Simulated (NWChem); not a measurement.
Program: NWChem. System: AgI, charge 0, spin multiplicity 1, at a geometry optimised with PBE/def2-SVP with def2 effective core potentials on Ag, I. The structure started from a generated list of species. Level: B2PLYP/def2-TZVP with def2 effective core potentials on Ag, I, 8 core orbitals frozen.

Part of the output:

```
             Northwest Computational Chemistry Package (NWChem) 7.3.0
             --------------------------------------------------------

                                NWChem Input Module
                                -------------------

 Scaling coordinates for geometry "geometry" by  1.889725989
 (inverse scale =  0.529177249)

 Turning off AUTOSYM since
 SYMMETRY directive was detected!

                             Geometry "geometry" -> ""
                             -------------------------

 Output coordinates in angstroms (scale by  1.889725989 to convert to a.u.)

  No.       Tag          Charge          X              Y              Z
 ---- ---------------- ---------- -------------- -------------- --------------
    1 Ag                  47.0000     0.00000000     0.00000000    -1.37004100
    2 I                   53.0000     0.00000000     0.00000000     1.21494200

 Effective nuclear repulsion energy (a.u.)     509.9377935013

            Nuclear Dipole moment (a.u.)
            ----------------------------
        X                 Y               Z
 ---------------- ---------------- ----------------
     0.0000000000     0.0000000000    -0.0000018897

      Symmetry information
      --------------------

 Group name             C2v
 Group number             16
 Group order               4
 No. of unique centers     2

      Symmetry unique atoms

     1    2


 Summary of "ao basis" -> "" (spherical)
 ------------------------------------------------------------------------------
       Tag                 Description            Shells   Functions and Types
 ---------------- ------------------------------  ------  ---------------------
 *                         def2-tzvp                  on all atoms

 Summary of "ao basis" -> "ao basis" (spherical)
 ------------------------------------------------------------------------------
       Tag                 Description            Shells   Functions and Types
 ---------------- ------------------------------  ------  ---------------------
 Ag                        def2-tzvp                14       40   6s4p3d1f
 I                         def2-tzvp                16       50   6s5p3d2f

 Summary of "ao basis" -> "ao basis" (spherical)
 ------------------------------------------------------------------------------
       Tag                 Description            Shells   Functions and Types
 ---------------- ------------------------------  ------  ---------------------
[...]
   Bfn.  Coefficient  Atom+Function         Bfn.  Coefficient  Atom+Function
  ----- ------------  ---------------      ----- ------------  ---------------
    17      0.955589  1 Ag py                60     -0.304020  2 I  py
    14      0.181480  1 Ag py                 8     -0.151754  1 Ag py
    54     -0.099142  2 I  py                51      0.097747  2 I  py
    57     -0.059712  2 I  py                73     -0.043831  2 I  d -1
    63      0.034759  2 I  d -1              20      0.031495  1 Ag d -1

 center of mass
 --------------
 x =   0.00000000 y =   0.00000000 z =   0.06233419

 moments of inertia (a.u.)
 ------------------
        1384.585324287045           0.000000000000           0.000000000000
           0.000000000000        1384.585324287045           0.000000000000
           0.000000000000           0.000000000000           0.000000000000

     Multipole analysis of the density
     ---------------------------------

     L   x y z        total         alpha         beta         nuclear
     -   - - -        -----         -----         ----         -------
     0   0 0 0     -0.000000    -22.000000    -22.000000     44.000000

     1   1 0 0     -0.000000     -0.000000     -0.000000      0.000000
     1   0 1 0     -0.000000     -0.000000     -0.000000      0.000000
     1   0 0 1     -2.238080     -5.222364     -5.222364      8.206647

     2   2 0 0    -35.052145    -17.526073    -17.526073      0.000000
     2   1 1 0     -0.000000     -0.000000     -0.000000      0.000000
     2   1 0 1     -0.000000     -0.000000     -0.000000      0.000000
     2   0 2 0    -35.052145    -17.526073    -17.526073      0.000000
     2   0 1 1     -0.000000     -0.000000     -0.000000      0.000000
     2   0 0 2    -28.733903   -143.934692   -143.934692    259.135482

                   NWChem MP2 Semi-direct Energy/Gradient Module
                   ---------------------------------------------

  Basis functions       =     90
  Molecular orbitals    =     90
  Frozen core           =      8
  Frozen virtuals       =      0
  Active alpha occupied =     14
  Active beta occupied  =     14
  Active alpha virtual  =     68
  Active beta virtual   =     68
  Use MO symmetry       = T
  Use skeleton AO sym   = T

  AO/Fock/Back tols     =   1.0D-09  1.0D-09  1.0D-09

 GA uses MA = F    GA memory limited = T

 Available:
  local mem=  4.43D+07
 global mem=  1.44D+08
 local disk=  0.00D+00
  mp2_memr nvloc                    68
  nvloc new                    68
   1 passes of  14:        5242880                      64104                  13006445.
   1 passes of  14: M     44310577           G      144163000           F      39067697.

 Semi-direct pass number   1 of   1  for RHF alpha+beta  at        2.3s
  vrange nnbf                  4014
  mp2_eaftype                    49  avail_ma_in_mb                   386
 EAF : mp2_eaftype filesize          49    6503222.
  mp2_eaf for mointskh                     49
Node 0 wrote     30.6 Mb in      0.0 s     Agg I/O rate:  1461.2 Mb/s
 Done moints_semi at        4.5s
  mp2_eaftype                    49  avail_ma_in_mb                   386
 EAF : mp2_eaftype filesize          49    6503222.
  mp2_eaf for kh                    49
 Done maket at        4.6s
 Done multipass loop at        4.6s

          -------------------------------------------
          DFT energy                    -444.134340364657
          Unscaled MP2 energy             -0.914439107366
          Total DFT+MP2 energy          -444.381238923646
          -------------------------------------------

 -----------------------
 Performance information
 -----------------------

 Timer overhead =  9.62D-08 seconds/call

               Nr. of calls         CPU time (s)                 Wall time (s)                GFlops
             ---------------    -------------------     ------------------------------   -------------------
Name         Min   Avg   Max    Min     Avg     Max     Min     Avg     Max   Mx/calls   Min     Max     Sum
mp2: moin     1     1     1    2.2     2.2     2.2      2.2     2.2     2.2     2.2      0.0     0.0     0.0
mp2: make     1     1     1   0.10    0.10    0.10     0.10    0.10    0.10    0.10      0.0     0.0     0.0
mp2: tota     1     1     1    2.4     2.4     2.4      2.4     2.4     2.4     2.4      0.0     0.0     0.0

 The average no. of pstat calls per process was 3.00D+00
 with a timing overhead of 2.89D-07s

 Task  times  cpu:        4.6s     wall:        4.6s

 Total times  cpu:        4.6s     wall:        4.6s
```

Problem. Write an NWChem input that would produce this output.

Solution. One answer among several that fit: 
```
start mol
memory heap 200 mb stack 900 mb global 1100 mb
geometry units angstroms nocenter noautoz
  Ag     0.000000     0.000000    -1.370041
  I      0.000000     0.000000     1.214942
  symmetry group C2v
end
basis spherical
  * library def2-tzvp
end
ecp
  Ag library def2-ecp
  I library def2-ecp
end
dft
  xc hfexch 0.53 becke88 0.47 lyp 0.73 mp2 0.27
  dftmp2
  semidirect memsize 60000000 filesize 0
  iterations 100
end
mp2
  freeze core 8
end
task dft energy
```
